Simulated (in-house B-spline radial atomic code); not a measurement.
RPA and G0W0 on BLYP: Ag

Configuration [Kr] 4d10 5s1, highest spin, mean-field start BLYP. Computed with a B-spline radial code for spherical atoms: all electrons, scalar-relativistic (spin-free one-electron X2C), finite nucleus, each spin shell either full or empty, empty states to l = 9 with an (l + 1/2)⁻⁴ tail; G0W0 by contour deformation at full frequency.

RPA overbinds a lone outer s electron by self-correlation, and G0W0 tends to as well.

Command:
```bash
python run_gw.py task.json out
```
Settings (radii: box in bohr, nucleus in fm):
```
Z                        47
electrons                47
configuration            [Kr] 4d10 5s1
hamiltonian              x2c
method                   b88,lyp
lmax                     9
rms_radius               4.5454
spin_polarised           True
box_radius               40
intervals                72
ion_configuration        [Kr] 4d10
```

Run time, properties included: 9.9 s on 1 thread of Intel(R) Xeon(R) Platinum 8488C, on a shared host.

Energies (hartree):

```csv
term,value
mean-field total,-5315.65802
Hartree-Fock functional on these orbitals,-5312.83083
direct second order,-4.3316
second-order exchange,1.2015
SOSEX correction,1.0911
```

What is the RPA correlation energy, and what remains with SOSEX?

RPA gives -3.6837 hartree (-2.13 eV per electron); RPA + SOSEX gives -2.5927, and the second-order doubles -3.1302 hartree (no singles). SOSEX takes back 30 % of the RPA value.

Quasi-particle levels (eV):

```csv
level,occupied,mean field,Σx - vxc,Σc,QP weight,G0W0
5s up,yes,-4.672,-2.15,?,?,?
5s down,no,-4.151,5.16,-2.70,0.821,-1.692
```

G0W0 = mean field + (Σx - vxc) + Σc, with Σc (partial-wave tail included) taken at the quasi-particle energy. Only the outer levels were computed. Levels of low weight are left out.

Where does G0W0 put 5s up?

At -7.904 eV, with Σc = -1.08 eV and a quasi-particle weight of 0.782. The tabulated removal energy is 7.576 eV (NIST, measured); the calculation leaves out spin-orbit coupling, Breit and QED terms, and what these don't explain is the method's own error.

What does it cost to remove one electron (to [Kr] 4d10) by differences of total energies, each species on its own start (correlation terms add to the Hartree-Fock functional)?

BLYP 7.997 eV, Hartree-Fock functional 6.190 eV, + RPA 8.106 eV, + RPA + SOSEX 7.376 eV, + second order 8.846 eV. Tabulated: 7.576 eV (NIST, measured); the calculation leaves out spin-orbit coupling, Breit and QED terms, and what these don't explain is the method's own error.
